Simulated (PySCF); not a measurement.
Molecule: SMILES COc1ccc(O)s1, C$_{5}$H$_{6}$O$_{2}$S.

Bonds (- single, = double, # triple, : aromatic): C1-O2, O2-C3, C3:C4, C4:C5, C5:C6, C6-O7, C6:S8, S8:C3. C1 carries H9, H10, H11; C4 carries H12; C5 carries H13; O7 carries H14.

Frames of a GFN2-xTB Langevin trajectory at 200 K; GIAO PBE0/pcSseg-1 shieldings in PySCF 2.14, gas phase, non-relativistic; equivalent atoms averaged within each frame.

References, each an isolated molecule treated in the same way: TMS for ¹³C (σ = 186.93 ppm) and ¹H (σ = 31.72 ppm); ¹⁷O (σ = 336.08 ppm) against H2O; ³³S (σ = 503.73 ppm) vs CS2. The references are static minima.

How do the shifts (ppm) fluctuate along the trajectory?

Answers


| time (fs) | C3 | C6 | C4 | C5 | C1 | O7 | O2 | S8 | H12 | H13 |
| --- | --- | --- | --- | --- | --- | --- | --- | --- | --- | --- |
| 250 | 159.3 | 156.3 | 120.8 | 102.6 | 68.1 | 102.9 | 64.5 | 174 | 6.10 | 5.72 |
| 425 | 166.9 | 164.5 | 114.4 | 106.1 | 67.4 | 114.7 | 81.5 | 190 | 5.84 | 6.70 |
| 625 | 158.7 | 156.5 | 123.5 | 107.0 | 72.7 | 103.5 | 61.5 | 145 | 6.82 | 6.49 |
| 800 | 172.2 | 155.1 | 104.0 | 110.5 | 70.7 | 97.5 | 123.7 | 157 | 6.25 | 5.98 |
| 1000 | 157.6 | 158.0 | 106.6 | 107.0 | 57.0 | 108.0 | 86.3 | 132 | 5.60 | 6.71 |
| mean of frames | 162.9 | 158.1 | 113.9 | 106.7 | 67.2 | 105.3 | 83.5 | 160 | 6.12 | 6.32 |
| standard deviation | 6.4 | 3.7 | 8.6 | 2.8 | 6.1 | 6.4 | 24.9 | 23 | 0.46 | 0.45 |

5 frames give an uncertainty of the mean of about the standard deviation over 2.2 at best, since frames this close in time may not be independent; classical motion lacks zero-point vibration, and the reference would need the same averaging.
